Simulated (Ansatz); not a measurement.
Saddle point of Si4NH13, singlet (Si₄H₁₀ ([SiH3][SiH]([SiH3])[SiH3]) + NH₃ → Si₃NH₉ ([NH2][SiH]([SiH3])[SiH3]) + SiH₄; bonds formed: Si1–N7, Si2–H6; bonds broken: Si1–Si2, H6–N7), PBE0-D4/def2-TZVP structure:

Si1  (-0.138, 1.253, -0.056)
Si2  (0.489, -2.001, 0.238)
Si3  (-0.267, 0.462, -2.245)
Si4  (-1.637, 0.370, 1.487)
H5  (-0.103, 2.755, -0.016)
H6  (1.517, -0.114, 0.567)
N7  (1.603, 0.984, 0.584)
H8  (1.715, -2.818, -0.090)
H9  (-0.499, -2.480, -0.787)
H10  (-0.009, -2.640, 1.506)
H11  (-0.583, 1.603, -3.154)
H12  (1.043, -0.099, -2.671)
H13  (-1.342, -0.549, -2.350)
H14  (-0.925, 0.118, 2.768)
H15  (-2.710, 1.374, 1.763)
H16  (-2.260, -0.867, 0.962)
H17  (2.342, 1.317, -0.029)
H18  (1.765, 1.335, 1.525)
(Å)

Energies are electronic, without zero-point energy. Barriers and step energies count from the start structure reached by relaxing down the imaginary mode; all methods use the PBE0-D4 structures, on which another method's saddle can fall below an end. Program: Ansatz 0.2.0. Basis: def2-TZVPP, with def2-QZVPP for the basis limit. Cores are frozen in the correlated methods. B3LYP uses VWN-RPA correlation. Extrapolation: Hartree–Fock as exp(−7.88 √X), correlation as X^−2.97.

```
      method  barrier (eV)  step energy (eV)
       SPW92         1.178             0.070
      PBE-D4         1.459             0.084
     BLYP-D4             ?            -0.084
   r2SCAN-D4         1.630            -0.016
      B97M-V         1.774            -0.003
     PBE0-D4         1.600             0.040
    B3LYP-D4         1.680            -0.112
  r2SCAN0-D4         1.706            -0.037
    BHLYP-D4         1.844            -0.158
CAM-B3LYP-D4         1.775            -0.190
     wB97X-V         1.848            -0.104
     wB97M-V             ?            -0.110
      B2PLYP             ?            -0.156
    PBE-QIDH         1.761            -0.038
  RPA on PBE         1.830            -0.117
          HF         2.316            -0.359
         MP2         1.811            -0.108
        CCSD         1.914            -0.127
     CCSD(T)         1.820            -0.082
```

(1) Fill in the withheld barriers. (Judge from chemistry; the value comes from the calculation.)

No T1 diagnostic of these runs exceeds 0.015.

Results:

(1) The calculation gives: BLYP-D4 1.562; wB97M-V 1.709; B2PLYP 1.825 eV. Each is the energy of the saddle less that of the start structure, by the same method.

For comparison, the barrier by CCSD(T) at an estimated basis limit (MP2 extrapolated from triple and quadruple zeta, plus CCSD(T) − MP2 in triple zeta) is 1.796 eV.

Labels in which every atom is bracketed show which atoms are joined, not bond orders.

For scale, one of the runs: CCSD(T)/def2-TZVPP, 381 basis functions, launched by `ansatz run in.yaml --threads 2 --pin off --events-out ev --progress --plain --max-ram 20480MiB --backend cuda --devices 0, --max-vram 18GiB`. Hardware: 2 CPU threads of an AMD EPYC 7R13 and a share of one NVIDIA H100, shared host. Wall time 10 s; peak host memory 0.86 GiB.
